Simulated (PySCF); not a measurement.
Optical rotation: `C=C1[C@H](C)C(S)[C@H]1C`, C7H12S

Geometry:
```json
{"atom": "C1", "x (Å)": "0.186", "y (Å)": "1.883", "z (Å)": "-1.208"}
{"atom": "C2", "x (Å)": "0.069", "y (Å)": "0.743", "z (Å)": "-0.563"}
{"atom": "C3", "x (Å)": "0.949", "y (Å)": "0.009", "z (Å)": "0.423"}
{"atom": "C4", "x (Å)": "2.408", "y (Å)": "-0.194", "z (Å)": "0.050"}
{"atom": "C5", "x (Å)": "0.015", "y (Å)": "-1.207", "z (Å)": "0.262"}
{"atom": "S6", "x (Å)": "-0.552", "y (Å)": "-2.051", "z (Å)": "1.764"}
{"atom": "C7", "x (Å)": "-0.976", "y (Å)": "-0.348", "z (Å)": "-0.563"}
{"atom": "C8", "x (Å)": "-2.281", "y (Å)": "0.037", "z (Å)": "0.119"}
{"atom": "H9", "x (Å)": "1.039", "y (Å)": "2.526", "z (Å)": "-1.071"}
{"atom": "H10", "x (Å)": "-0.567", "y (Å)": "2.222", "z (Å)": "-1.900"}
{"atom": "H11", "x (Å)": "0.885", "y (Å)": "0.445", "z (Å)": "1.425"}
{"atom": "H12", "x (Å)": "2.947", "y (Å)": "0.748", "z (Å)": "0.108"}
{"atom": "H13", "x (Å)": "2.872", "y (Å)": "-0.904", "z (Å)": "0.731"}
{"atom": "H14", "x (Å)": "2.489", "y (Å)": "-0.577", "z (Å)": "-0.965"}
{"atom": "H15", "x (Å)": "0.466", "y (Å)": "-2.002", "z (Å)": "-0.332"}
{"atom": "H16", "x (Å)": "-0.941", "y (Å)": "-0.956", "z (Å)": "2.414"}
{"atom": "H17", "x (Å)": "-1.195", "y (Å)": "-0.770", "z (Å)": "-1.547"}
{"atom": "H18", "x (Å)": "-2.090", "y (Å)": "0.574", "z (Å)": "1.046"}
{"atom": "H19", "x (Å)": "-2.859", "y (Å)": "0.686", "z (Å)": "-0.535"}
{"atom": "H20", "x (Å)": "-2.869", "y (Å)": "-0.851", "z (Å)": "0.340"}
```

Theory: PySCF 2.14.0, TDDFT wB97X-D/def2-SVPD circular dichroism and optical rotation, one conformer, gas phase. Geometry: GFN2-xTB.

The molecule is flexible and this is one conformer; a measurement averages over conformers.

Stereocentres: C3 S, C7 S.

(1) What is the specific rotation at 633, 589.3, 546, 436, 405, 365, 355 nm?

Results:

(1) [α] in deg dm⁻¹ (g/mL)⁻¹:
```
λ (nm)  origin-invariant length gauge  modified velocity gauge  length gauge (centre of mass)  isotropic polarisability (au)
   633                            0.0                     -7.1                           -0.6                          104.1
 589.3                           -0.6                     -8.9                           -1.2                          104.5
   546                           -1.5                    -11.4                           -2.2                          105.0
   436                           -8.8                    -25.5                          -10.0                          107.2
   405                          -14.3                    -34.4                          -15.6                          108.2
   365                          -27.7                    -53.9                          -29.3                          110.0
   355                          -33.0                    -61.3                          -34.6                          110.6
```

The first excitation lies at 5.72 eV (217 nm) with R = -0.8 × 10⁻⁴⁰ esu² cm² (velocity form).
